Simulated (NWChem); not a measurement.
KF; SMILES [F][K]

```xyz
2

K      0.0000     0.0000    -0.7084
F      0.0000     0.0000     1.4306
```
Atoms are numbered in this order, from 1.

Structure relaxed at the PBE0/def2-SVP level.

**Question.** Give the principal values of the shielding tensors (ppm) of K1, F2 from PBE/def2-TZVP, GIAO (NWChem), with their diamagnetic and paramagnetic parts as GIAO splits them.

**Answer.** 
```
atom     σ11     σ22     σ33  isotropic  diamagnetic  paramagnetic
----  ------  ------  ------  ---------  -----------  ------------
K1    1271.0  1271.0  1329.8     1290.6       1326.8         -36.3
F2     136.7   136.7   484.8      252.7        477.7        -225.0
```
